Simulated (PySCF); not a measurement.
ReO4, SMILES [O]=[Re-](=[O])(=[O])=[O], charge -1, multiplicity 1. Heavy atoms are numbered as in [Re-:1](=[O:2])(=[O:3])(=[O:4])=[O:5].

Geometry optimised at r2SCAN-D4/def2-SVPD. The spin state was assumed, not searched. The isomer is the one that the SMILES or the coordinates give; other isomers of the formula were not compared. The def2 effective core potentials stand for the cores of Re; spin–orbit coupling is left out.

Calculation: CAM-B3LYP/def2-SVPD (PySCF).

Mulliken values depend strongly on the basis, most of all with diffuse functions as here. ESP charges are fitted to the potential on shells at 1.4 to 2.0 van der Waals radii. Atomic charges (e), one atom of each kind:

```tsv
atom	Mulliken	ESP fit
Re1	2.30	1.55
O2	-0.82	-0.64
```
